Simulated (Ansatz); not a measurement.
Reaction (ligand exchange at a B–N bond): `BN(B)CC=C` + `C=C[NH][GeH3]` → `B[N]([GeH3])C=C` + `BNCC=C`

Isolated molecules relaxed with PBE0-D4/def2-TZVP in Ansatz; ΔE leaves out vibrations. CCSD(T)/CBS is the MP2 limit (def2-TZVPP, def2-QZVPP) plus CCSD(T) − MP2 in def2-TZVPP, frozen cores. For Ge outer-core shells are correlated without core-valence functions, which leaves a few kJ/mol of doubt a bond. Scalar relativity is left out up to krypton. One conformer a species, not always the lowest.

`BN(B)CC=C`:

Cartesian coordinates in Å:
```
B 1.368 -0.983 -0.876
N 0.713 -0.466 0.272
B 0.311 -1.313 1.338
C 0.432 0.963 0.350
C -0.890 1.354 -0.226
C -1.780 0.539 -0.771
H 1.725 -0.227 -1.734
H 1.557 -2.158 -0.953
H 0.507 -2.486 1.248
H -0.203 -0.828 2.305
H 0.469 1.281 1.398
H 1.223 1.515 -0.170
H -1.104 2.419 -0.174
H -1.612 -0.530 -0.845
H -2.716 0.918 -1.164
```

`C=C[NH][GeH3]`:

```xyz
11

C    -1.671    0.164    1.390
C    -0.593    0.425    0.649
N     0.294   -0.491    0.126
Ge    1.396   -0.130   -1.303
H    -1.973   -0.850    1.628
H    -2.267    0.974    1.786
H    -0.332    1.460    0.434
H     0.047   -1.455    0.296
H     0.631   -0.104   -2.643
H     2.454   -1.241   -1.327
H     2.014    1.249   -1.037
```

`B[N]([GeH3])C=C`:

Z-matrix (Å, degrees):
```
Ge
N 1 1.875
H 1 1.536 2 108.6
H 1 1.536 2 108.6 3 -119.5
H 1 1.528 2 105.9 3 120.2
C 2 1.397 1 118.6 3 59.8
B 2 1.402 1 120.6 3 -120.2
C 6 1.330 2 126.7 1 -0.0
H 6 1.087 2 113.2 1 180.0
H 7 1.198 2 118.8 1 180.0
H 7 1.196 2 119.5 1 0.0
H 8 1.081 6 119.8 2 -180.0
H 8 1.084 6 123.3 2 0.0
```

`BNCC=C`:

```xyz
13

B    -1.817    1.561    0.147
N    -0.594    0.976    0.427
C    -0.266   -0.434    0.362
C     0.806   -0.716   -0.642
C     1.964   -1.293   -0.354
H    -1.921    2.750    0.234
H    -2.734    0.858   -0.172
H     0.192    1.556    0.681
H    -1.183   -0.965    0.092
H     0.048   -0.803    1.345
H     0.592   -0.402   -1.661
H     2.200   -1.607    0.658
H     2.712   -1.481   -1.115
```

| species | MP2/def2-QZVPP energy (Eh) |
| --- | --- |
| `BN(B)CC=C` | -223.74141 |
| `C=C[NH][GeH3]` | -2210.80697 |
| `B[N]([GeH3])C=C` | -2236.21686 |
| `BNCC=C` | -198.35003 |

(1) Work out ΔE.

Largest T1 diagnostic among the species: 0.013.

Results:

(1) ΔE = (-2236.21686) + (-198.35003) − (-223.74141) − (-2210.80697) = -0.01851 Eh = -48.6 kJ/mol. CCSD(T)/CBS gives -50.9 kJ/mol.

From PBE to PBE0 (25 % exact exchange), in def2-TZVPP and without D4, ΔE moves by +4.0 kJ/mol. In def2-TZVPP, CCSD(T) changes the Hartree–Fock value by −14.8 kJ/mol (the triples alone add −2.3 kJ/mol) and MP2 by −12.8 kJ/mol.
